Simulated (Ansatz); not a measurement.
**Worked example: CH4 + GeH2(CH2)Cl → CH3 + GeH2(CH3)Cl**

Species: CH4 (methane) `C`, singlet; GeH2(CH2)Cl, doublet; CH3 (methyl radical) `[CH3]`, doublet; GeH2(CH3)Cl, singlet. A radical takes H: the energy is the difference in strength between two C–H bonds in different surroundings.

Shapes, held fixed at every level: PBE0-D4/def2-TZVP. Flexible molecules stand in one conformer, not always the lowest. Programs: Ansatz 0.2.0. The zero-point and thermal change to 298 K, harmonic and unscaled (PBE0-D4/def2-TZVP), is -3.1 kJ/mol.

At CCSD(T)/def2-TZVPP; 1 Eh = 2625.50 kJ/mol:

```
    species   energy (Eh)
        CH4    -40.438606
GeH2(CH2)Cl  -2575.744778
        CH3    -39.761719
GeH2(CH3)Cl  -2576.418441
```

Task: Work out ΔH(298 K) of the reaction at this level.

Result: 
1. Products less reactants: (-39.761719) + (-2576.418441) − [(-40.438606) + (-2575.744778)] = 0.003224 Eh = +8.5 kJ/mol.
2. With the thermal change: +8.5 + (-3.1) = +5.4 kJ/mol.

Other levels give +1.5 (MP2/def2-TZVPP) to +9.0 kJ/mol (PBE-D4/def2-TZVPP). No measured value is set beside it here. Open shells run unrestricted. Relativity is left out for Ge. Outer-core shells of Ge are correlated in most correlated rows, in sets that cover them unevenly.
